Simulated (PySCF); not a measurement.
Working out the ionisation energy of Ar(2+)

Ar(2+) [Ne] 3s2 3p4 (3P) → Ar(3+) [Ne] 3s2 3p3 (4S). All numbers are calculated (PySCF 2.14, the non-relativistic Hamiltonian (point nucleus), in aug-cc-pV(D+d)Z). Frozen: [Ne]. Energies in hartree (1 hartree = 27.21139 eV):

| part | Ar(2+) (lower) | Ar(3+) (upper) |
| --- | --- | --- |
| UHF | -525.291650 | -523.846671 |
| MP2 opposite-spin | -0.072209 | -0.057602 |
| MP2 same-spin | -0.023552 | -0.020177 |

Question: What does Hartree-Fock give?

Answer: (-523.846671) − (-525.291650) = 1.444979 hartree = 39.320 eV.

Question: What do MP2 and SCS-MP2 (6/5 opposite-spin, 1/3 same-spin) give?

Answer: The opposite-spin parts differ by 0.397 eV and the same-spin parts by 0.092 eV. MP2: 39.320 + (0.397) + (0.092) = 39.809 eV. SCS-MP2: 39.320 + 1.2 × (0.397) + (0.092)/3 = 39.827 eV.

A first-order spin-orbit estimate adds 0.062 eV to MP2 (valence), giving 39.871 eV against 40.735 ± 0.012 eV (semi-empirical (NIST evaluation); NIST Atomic Spectra Database, ionization energies).

What remains against the reference includes basis incompleteness, the frozen core and correlation beyond second order.
